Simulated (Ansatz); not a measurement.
Isolated molecules relaxed with PBE0-D4/def2-TZVP in Ansatz; ΔE leaves out vibrations. CCSD(T)/CBS is the MP2 limit (def2-TZVPP, def2-QZVPP) plus CCSD(T) − MP2 in def2-TZVPP, frozen cores. This one scheme is used for every species. def2 core potentials past Kr. For I outer-core shells are correlated without core-valence functions, which leaves a few kJ/mol of doubt a bond. Each species was taken in one conformer, which may not be the lowest.

`CO[SiH](C)[SiH3]` + HI → `C[SiH]([SiH3])I` + CH₃OH  (ligand exchange at the Si–O bond)

```json
{"species": "`CO[SiH](C)[SiH3]`", "MP2/def2-QZVPP energy (Eh)": "-735.33962"}
{"species": "HI", "MP2/def2-QZVPP energy (Eh)": "-297.92187"}
{"species": "`C[SiH]([SiH3])I`", "MP2/def2-QZVPP energy (Eh)": "-917.70812"}
{"species": "CH₃OH", "MP2/def2-QZVPP energy (Eh)": "-115.55941"}
```

Task: Work out ΔE.

Result: ΔE = (-917.70812) + (-115.55941) − (-735.33962) − (-297.92187) = -0.00604 Eh = -15.9 kJ/mol. CCSD(T)/CBS gives -11.0 kJ/mol.

Largest T1 diagnostic among the species: 0.011.

In def2-TZVPP, CCSD(T) changes the Hartree–Fock value by −3.7 kJ/mol (the triples alone add −1.8 kJ/mol) and MP2 by −13.1 kJ/mol.
